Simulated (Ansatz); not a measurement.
Worked example: C3H8SiTe + SiH2(NH2)(SiH3) → C2H6SiTe + CH9NSi2

Species: C3H8SiTe `C=C[Te][SiH2]C`, singlet; SiH2(NH2)(SiH3), singlet; C2H6SiTe `C=C[Te][SiH3]`, singlet; CH9NSi2 `CN[SiH2][SiH3]`, singlet. The partners trade CH3 for H: Si–CH3 and N–H bonds give way to Si–H and N–CH3.

Shapes, held fixed at every level: PBE0-D4/def2-TZVP. Flexible molecules stand in one conformer, not always the lowest. Programs: Ansatz 0.2.0. Electronic energies: no zero-point or thermal term.

At CCSD(T)/def2-TZVPP; 1 Eh = 2625.50 kJ/mol:

| species | energy (Eh) |
| --- | --- |
| C3H8SiTe | -675.409736 |
| SiH2(NH2)(SiH3) | -636.998803 |
| C2H6SiTe | -636.152427 |
| CH9NSi2 | -676.223636 |

**Question.** Work out ΔE of the reaction at this level.

**Answer.** 
1. Products less reactants: (-636.152427) + (-676.223636) − [(-675.409736) + (-636.998803)] = 0.032476 Eh = +85.3 kJ/mol.

Other levels give +66.7 (HF/def2-SVP) to +91.6 kJ/mol (MP2/def2-TZVPP). No measured value is set beside it here. For atoms past krypton def2 sets carry core potentials with scalar relativity. Outer-core shells of Te are correlated in most correlated rows, in sets that cover them unevenly.
